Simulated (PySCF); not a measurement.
Relaxation of sextet [PdS2]+

All numbers come from UPBE in PySCF with Pd def2-SVP with ECP28, S def2-SVP; scalar-relativistic core potentials, no spin–orbit coupling; density-fitted integrals. A (50,194) grid was used.

A hand-made linear start, of D∞h symmetry, held to at least that symmetry:

```xyz
3
charge 1 multiplicity 6, angstrom
Pd    0.0000    0.0000    0.0000
S     0.0000    0.0000    2.0678
S     0.0000    0.0000   -2.0678
```

(1) What does it relax to?

(2) How much energy is released, and in how many steps?

## Answers

(1) It ends at D∞h with Pd–S 2.309 Å (×2); S–Pd–S 180.0°. No frequency check is given, so it may be a saddle point.

(2) 92.8 kJ/mol in 5 steps.

Other spin states or occupations of the open shell can lie lower. At this level a doublet minimum of C2v symmetry lies 275 kJ/mol below this structure.

The relaxation took roughly 60 core-seconds on a shared host.
